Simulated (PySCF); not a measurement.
Job file and geometry (Å, from GFN2-xTB) of an NMR shielding run on SMILES C=N[C@]12C[C@](B(O)O)(C1)C2, C6H10BNO2, GIAO PBE0/pcSseg-1 NMR shielding, non-relativistic, gas phase (PySCF 2.14.0, density-fitted response routines); density fitting, a coarse starting grid and PySCF grid level 2 are the driver's defaults:

```
$ OMP_NUM_THREADS=1 python probes_run.py task.json out

{"job": {"kind": "nmr", "xc": "PBE0", "basis": "pcSseg-1"}, "charge": 0, "multiplicity": 1}
C      3.311188     0.558786    -0.351679
N      2.565827    -0.389424    -0.010988
C      1.170818    -0.235820     0.013270
C      0.167242    -1.102693    -0.767310
C     -0.700786    -0.144829     0.089708
B     -2.278492    -0.054430     0.137783
O     -2.944039     0.097742    -1.032179
O     -2.886023    -0.128272     1.345256
C      0.281771     0.980466    -0.335215
C      0.277277    -0.451106     1.248522
H      2.957635     1.550209    -0.651953
H      4.379519     0.395941    -0.352163
H      0.137001    -0.957835    -1.844368
H      0.125895    -2.157170    -0.508506
H     -3.899871     0.156909    -0.993895
H     -3.842761    -0.073881     1.366533
H      0.334723     1.843034     0.326155
H      0.240474     1.283874    -1.378922
H      0.243791    -1.455405     1.660904
H      0.353663     0.294581     2.036010
```

**Question.** What does the program print?

**Answer.** 
```
coarse grid: 17040 points
cycle   1  E = -463.8980453514  dE =  1.831e+00  |g| = 9.075e-01  |ddm| = 4.085e+00
cycle   2  E = -463.7800387627  dE =  1.180e-01  |g| = 1.226e+00  |ddm| = 1.667e+00
cycle   3  E = -464.0543495199  dE = -2.743e-01  |g| = 1.119e-01  |ddm| = 9.771e-01
cycle   4  E = -464.0560518101  dE = -1.702e-03  |g| = 6.937e-02  |ddm| = 1.219e-01
cycle   5  E = -464.0570622325  dE = -1.010e-03  |g| = 1.512e-02  |ddm| = 6.561e-02
cycle   6  E = -464.0571106798  dE = -4.845e-05  |g| = 3.304e-03  |ddm| = 1.462e-02
cycle   7  E = -464.0571128314  dE = -2.152e-06  |g| = 8.156e-04  |ddm| = 2.939e-03
final grid: 165584 points
cycle   8  E = -464.1332148700  dE = -6.215e-05  |g| = 1.094e-02  |ddm| = 4.902e-02
cycle   9  E = -464.1331905280  dE =  2.434e-05  |g| = 1.531e-02  |ddm| = 2.169e-02
cycle  10  E = -464.1332422090  dE = -5.168e-05  |g| = 1.592e-03  |ddm| = 1.276e-02
cycle  11  E = -464.1332427464  dE = -5.374e-07  |g| = 5.245e-04  |ddm| = 1.399e-03
cycle  12  E = -464.1332427987  dE = -5.228e-08  |g| = 1.893e-04  |ddm| = 5.319e-04
cycle  13  E = -464.1332428062  dE = -7.508e-09  |g| = 3.031e-05  |ddm| = 1.928e-04
cycle  14  E = -464.1332428064  dE = -1.801e-10  |g| = 9.311e-06  |ddm| = 3.332e-05
converged SCF energy = -464.1332428064

GIAO shielding tensors (ppm)
atom      isotropic    diamagn.    paramagn.     s11        s22        s33       span
  0 C       33.207     254.630    -221.423    -66.718     35.706    130.632    197.350
  1 N     -154.600     327.265    -481.865   -523.382   -184.853    244.434    767.816
  2 C      125.178     248.410    -123.232     95.600    107.850    172.084     76.484
  3 C      129.136     252.001    -122.864    124.237    124.703    138.469     14.232
  4 C      165.263     254.637     -89.374    155.829    161.744    178.216     22.387
  5 B       73.843     193.572    -119.730     59.319     69.224     92.984     33.665
  6 O      218.139     384.662    -166.523    129.625    261.061    263.731    134.106
  7 O      213.865     384.140    -170.275    128.632    255.204    257.758    129.127
  8 C      136.768     253.176    -116.408    123.998    134.764    151.542     27.544
  9 C      131.017     252.231    -121.214    123.734    128.404    140.914     17.180
 10 H       24.094      31.591      -7.498     21.044     23.682     27.555      6.510
 11 H       24.441      27.381      -2.940     22.865     24.332     26.126      3.261
 12 H       29.979      32.768      -2.789     26.783     27.666     35.488      8.705
 13 H       29.603      32.374      -2.771     26.167     27.421     35.221      9.054
 14 H       28.372      29.196      -0.824     22.803     23.111     39.203     16.400
 15 H       28.346      29.094      -0.749     22.817     23.101     39.119     16.302
 16 H       30.071      33.254      -3.182     26.390     27.790     36.034      9.644
 17 H       29.973      33.288      -3.316     26.201     27.953     35.765      9.564
 18 H       29.607      32.552      -2.945     26.407     27.276     35.138      8.731
 19 H       30.114      32.900      -2.786     26.923     27.703     35.715      8.792
```

Size and cost of the density-fitted run: 220 basis functions, 86 s wall time on 1 thread of an Arm Neoverse V1, shared host; peak memory 1 GiB.
